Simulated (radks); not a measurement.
Question: Ir3+, configuration [Xe] 4f13 5d7 (not the ground configuration). Calculated with a radial shooting solver on a logarithmic mesh with Libxc functionals: scalar-relativistic Kohn-Sham, PBE, spin-polarised, spherical densities, finite nucleus; open shells are filled with parallel spins first (spin-orbit coupling, left out, can overturn this in heavy ions); Fermi nuclear charge, rms radius 5.4032 fm. Some entries of the table are withheld. Estimate them.

| orbital | occ. | eigenvalue (eV) | <r> (bohr) |
|---|---|---|---|
| 1s down | 1 | -76144.13 | 0.01744 |
| 1s up | 1 | -76144.12 | 0.01744 |
| 2s up | 1 | -13358.26 | 0.07362 |
| 2s down | 1 | -13358.00 | 0.07362 |
| 2p up | 3 | -11614.07 | 0.06624 |
| 2p down | 3 | -11613.87 | 0.06624 |
| 3s up | 1 | -3160.769 | 0.1905 |
| 3s down | 1 | -3159.975 | 0.1905 |
| 3p up | 3 | -2650.509 | 0.1913 |
| 3p down | 3 | -2649.695 | 0.1913 |
| 3d up | 5 | -2087.754 | 0.1733 |
| 3d down | 5 | -2087.041 | 0.1733 |
| 4s up | 1 | -709.5234 | 0.4225 |
| 4s down | 1 | -708.0682 | 0.4226 |
| 4p up | 3 | -541.5973 | 0.4491 |
| 4p down | 3 | -540.2035 | 0.4492 |
| 4d up | 5 | -335.2094 | 0.4757 |
| 4d down | 5 | -333.8154 | 0.4758 |
| 5s up | 1 | -134.9916 | (1) |
| 5s down | 1 | -132.9824 | (2) |
| 4f up | 7 | -105.7778 | 0.5234 |
| 4f down | 6 | -104.2749 | 0.5229 |
| 5p up | 3 | -90.5362 | 1.107 |
| 5p down | 3 | -88.2779 | 1.105 |
| 5d up | 5 | (3) | 1.491 |
| 5d down | 2 | (4) | 1.505 |

Answer: 
(1) 5s up <r> (bohr): 0.9646
(2) 5s down <r> (bohr): 0.9621
(3) 5d up eigenvalue (eV): -39.6945
(4) 5d down eigenvalue (eV): -37.3519
